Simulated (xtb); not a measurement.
C5H9N, SMILES C(=C(C)C)=CN. All values are semi-empirical tight-binding results from xtb (GFN2-xTB unless named), good for trends rather than for accurate numbers. The structure is a stationary point at GFN2-xTB. The structure was generated by enumeration, and PubChem lists no compound with its InChIKey, so it may never have been made. Other conformers were not sampled.

Optimised geometry:

Bond lengths (Å): C1–C2 1.506, C1–H7 1.090, C1–H8 1.087, C1–H9 1.090, C2–C3 1.506, C2–C4 1.301, C3–H10 1.087, C3–H11 1.090, C3–H12 1.090, C4–C5 1.304, C5–N6 1.402, C5–H13 1.084, N6–H14 1.011, N6–H15 1.010. Bond angles (°): C2–C1–H7 110.1, C2–C1–H8 111.1, C2–C1–H9 110.1, H7–C1–H8 108.8, H7–C1–H9 107.9, H8–C1–H9 108.9, C1–C2–C3 115.2, C1–C2–C4 122.4, C3–C2–C4 122.4, C2–C3–H10 110.9, C2–C3–H11 110.0, C2–C3–H12 110.1, H10–C3–H11 108.9, H10–C3–H12 108.9, H11–C3–H12 107.9, C2–C4–C5 178.7, C4–C5–N6 125.4, C4–C5–H13 120.8, N6–C5–H13 113.7, C5–N6–H14 113.1, C5–N6–H15 113.9, H14–N6–H15 111.9.
Charge 0, spin multiplicity 1.

```yaml
orbital_gap: 4.55 eV
dipole_moment: 1.27 D
zero_point_energy: 79.6 kcal/mol
G − E(el) at 298.15 K (modified RRHO): 59.6 kcal/mol
static polarisability (D4 model): 68.9 bohr³
solvation energy, GFN2-xTB/ALPB(water): -3.3 kcal/mol
solvation energy, GFN2-xTB/ALPB(toluene): -5.2 kcal/mol
```

Computed IR lines (harmonic; lines under 4 % of the strongest left out, lines within 3 cm⁻¹ merged):
ν (cm⁻¹): 338 (w), 755 (vs), 1090 (w), 1159 (m), 1200 (w), 1255 (w), 1531 (m), 2075 (w), 2995 (m), 3010 (m), 3045 (w), 3051 (w) (against the strongest line: vs over 80 %, s over 45 %, m over 15 %, w over 4 %, vw less)

Computed atomic charges and the Wiberg bond orders between heavy atoms:
charges (e) C1 -0.10, C2 0.01, C3 -0.10, C4 -0.09, C5 0.02, N6 -0.29, H7 0.04, H8 0.03, H9 0.04, H10 0.04, H11 0.04, H12 0.04, H13 0.03, H14 0.15, H15 0.15. Bond orders C1–C2 1.00, C2–C3 1.00, C2–C4 1.91, C4–C5 1.85, C5–N6 1.09.
